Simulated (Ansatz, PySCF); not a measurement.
This Ansatz (a quantum-chemistry and plane-wave program) input computes a r2SCAN/def2-TZVPD energy:

Ansatz 0.2 input:
```yaml
crystal:
  periodic: [false, false, false]
  atoms:
    - {symbol: Si, position_ang: [-1.58994542, 0.17812781, -0.03070299]}
    - {symbol: Ge, position_ang: [0.64894443, -0.03240287, 0.01452424]}
    - {symbol: H, position_ang: [-1.76202340, -1.34954123, -0.11051380]}
    - {symbol: H, position_ang: [1.60346683, -1.27846952, -0.02336670]}
    - {symbol: H, position_ang: [1.65157078, 1.17111330, 0.09894678]}
basis:
  gaussian:
    orbitals: def2-TZVPD
hamiltonian:
  xc: {name: r2SCAN}
total_charge: -1
output: {forces: true}
```

Problem. Write an input for the same energy in PySCF and say what it gives.

Solution. 
```python
from pyscf import gto, scf, dft

mol = gto.M(
    atom='''
    Si   -1.58994542    0.17812781   -0.03070299
    Ge    0.64894443   -0.03240287    0.01452424
    H    -1.76202340   -1.34954123   -0.11051380
    H     1.60346683   -1.27846952   -0.02336670
    H     1.65157078    1.17111330    0.09894678
    ''',
    basis='def2-tzvpd',
    charge=-1,
    spin=0,
    verbose=4,
)

mf = dft.RKS(mol, xc='r2scan').density_fit(auxbasis='def2-universal-jkfit')
mf.grids.level = 4
mf.conv_tol = 1e-9
mf.max_cycle = 100
mf.max_memory = 1500
mf.kernel()
if not mf.converged:
    mf = mf.newton()
    mf.kernel(mf.make_rdm1())
mf.analyze()
```
It gives -2368.25576 Eh, and Ansatz -2368.25564 Eh, a difference of 0.12 mEh, from the treatment of integrals and grids.

It need not be the lowest isomer of its formula. Whether it binds its extra electron was not tested at this geometry.
